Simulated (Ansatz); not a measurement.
Cr₃N₃. Total charge 0; doublet. Geometry r2SCAN-D4/def2-SVP; atoms count from 1.

```xyz
6

Cr   -0.727    2.085    0.487
Cr   -0.442   -0.226   -0.772
Cr   -0.144   -0.067    1.802
N     0.616   -1.428    0.377
N     0.843   -1.694   -0.769
N    -0.146    1.330   -1.124
```

The charge 0 doublet is spin-contaminated (final ⟨S²⟩ up to 5.87, 0.75 for a pure state). Another isomer (doublet) lies 0.77 eV lower at PBE0-D4/def2-TZVP; other spin states weren't run for this one.

Q: Estimate the Mulliken populations from the PBE0/def2-TZVP orbitals of Ansatz.

A: 
| atom | charge (e) | spin (α − β) | d electrons |
| --- | --- | --- | --- |
| Cr1 | 0.31 | -4.54 | 4.75 |
| Cr2 | 0.68 | 0.08 | 4.77 |
| Cr3 | 0.22 | 5.14 | 4.84 |
| N4 | -0.17 | -0.04 | – |
| N5 | -0.27 | 0.05 | – |
| N6 | -0.78 | 0.32 | – |
Mulliken values depend strongly on the basis.

Q: Where does the spin sit?

A: Summed by element: Cr 0.68, N 0.32, of 1 unpaired in all. Largest on single atoms: Cr3 5.14, Cr1 -4.54, N6 0.32.

Q: And the Mayer bond orders between heavy atoms (over 0.3)?

A: Cr1–Cr2 0.47 (2.65 Å); Cr1–Cr3 0.68 (2.59 Å); Cr1–N6 0.89 (1.87 Å); Cr2–Cr3 0.48 (2.60 Å); Cr2–N4 0.67 (1.97 Å); Cr2–N5 0.82 (1.95 Å); Cr2–N6 1.91 (1.62 Å); N4–N5 1.82 (1.20 Å).
